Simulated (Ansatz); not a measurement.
Reaction (substitution at a C–C bond): `CC[SiH](O)O` + HCl → `O[SiH](O)CCl` + CH₄

Isolated molecules relaxed with PBE0-D4/def2-TZVP in Ansatz; ΔE leaves out vibrations. CCSD(T)/CBS is the MP2 limit (def2-TZVPP, def2-QZVPP) plus CCSD(T) − MP2 in def2-TZVPP, frozen cores. This one scheme is used for every species. DFT in def2-TZVPP. B3LYP here is the variant with VWN-RPA as its local correlation; programs differ in this. One conformer a species, not always the lowest.

`CC[SiH](O)O`:

```xyz
13

C    -1.681   -0.593    0.309
C    -0.611   -0.131   -0.678
Si    0.884    0.615    0.137
O     1.998    1.156   -0.948
O     1.486   -0.570    1.111
H    -1.290   -1.357    0.984
H    -2.037    0.236    0.927
H    -2.549   -1.012   -0.206
H    -1.019    0.611   -1.372
H    -0.278   -0.974   -1.296
H     0.562    1.828    0.931
H     2.326    0.529   -1.595
H     2.208   -0.338    1.696
```

HCl:

Cartesian coordinates in Å:
```
Cl 0.112 0.612 0.146
H -0.112 -0.612 -0.146
```

`O[SiH](O)CCl`:

Cartesian coordinates in Å:
```
O 0.894 0.199 -1.506
Si -0.373 -0.221 -0.556
O -0.503 -1.849 -0.587
C -0.055 0.411 1.186
Cl 0.231 2.178 1.070
H 1.239 1.088 -1.391
H -1.665 0.324 -1.028
H 0.303 -2.358 -0.683
H 0.832 -0.032 1.641
H -0.903 0.260 1.854
```

CH₄:

Cartesian coordinates in Å:
```
C 0.000 0.000 0.000
H 0.199 0.657 -0.846
H -1.028 0.138 0.333
H 0.681 0.241 0.816
H 0.148 -1.036 -0.303
```

```json
{"level": "PBE0-D4", "ΔE (kJ/mol)": "15.5"}
{"level": "ωB97X-V", "ΔE (kJ/mol)": "14.9"}
{"level": "ωB97M-V", "ΔE (kJ/mol)": "14.7"}
{"level": "B2PLYP", "ΔE (kJ/mol)": "13.1"}
{"level": "PBE", "ΔE (kJ/mol)": "12.2"}
{"level": "r2SCAN", "ΔE (kJ/mol)": "11.2"}
{"level": "B3LYP", "ΔE (kJ/mol)": "10.8"}
{"level": "CCSD/def2-TZVPP", "ΔE (kJ/mol)": "20.3"}
```

**Question.** What does CCSD(T)/CBS give? (Best estimate.)

**Answer.** The calculation gave: +15.7 kJ/mol. The listed levels differ from it by -0.2, -0.8, -1.0, -2.6, -3.5, -4.5, -4.9, 4.6 kJ/mol.

Largest T1 diagnostic among the species: 0.011.

In def2-TZVPP, CCSD(T) changes the Hartree–Fock value by +6.8 kJ/mol (the triples alone add −1.2 kJ/mol) and MP2 by +6.6 kJ/mol.
